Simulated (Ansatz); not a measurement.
Cost and result up the ladder for Li₆H₅ (11 atoms). Charge 0, multiplicity 2. Geometry: r2SCAN-D4/def2-TZVP.

```xyz
11

Li   -2.478   -2.272    1.107
Li    0.239   -1.395   -0.404
Li   -1.916    0.426    1.238
Li    1.336    0.927    0.823
Li    0.065    1.314   -1.265
Li    2.178    0.030   -1.323
H    -0.482    1.067    0.486
H     1.778    1.706   -0.768
H     1.832   -0.726    0.300
H     0.487   -0.318   -1.910
H    -3.039   -0.758    1.716
```

Ansatz on 4 threads of Arm Neoverse V2 on a shared host. Times are rough, and most runs start from the orbitals of an earlier one. CAM-B3LYP-D4/def2-TZVP serves as the yardstick here, not as an exact answer. Binding counts from free atoms at the same level (Li doublet, H doublet; other spins of the atoms weren't run), without zero-point energy or a counterpoise term.

Correlated methods freeze no core orbitals; core or outer-core shells of Li are correlated, in sets that lack core-valence functions. Another isomer (doublet) lies 0.63 eV lower at PBE0-D4/def2-TZVP; other spin states weren't run for this one.

Correlated methods converge slowly with the basis.

```
                         level  functions  wall time  binding energy per atom (eV)  difference from CAM-B3LYP-D4/def2-TZVP (eV)
PBE-D4/def2-TZVP (with forces)        114      1.3 s                          1.83                                        -0.10
             PBE0-D4/def2-TZVP        114      1.4 s                          1.82                                        -0.11
        CAM-B3LYP-D4/def2-TZVP        114      1.8 s                          1.93                                         0.00
           r2SCAN-D4/def2-TZVP        114      2.4 s                          1.86                                        -0.07
            CCSD(T)/def2-TZVPP        184      5 min                          1.87                                        -0.06
```
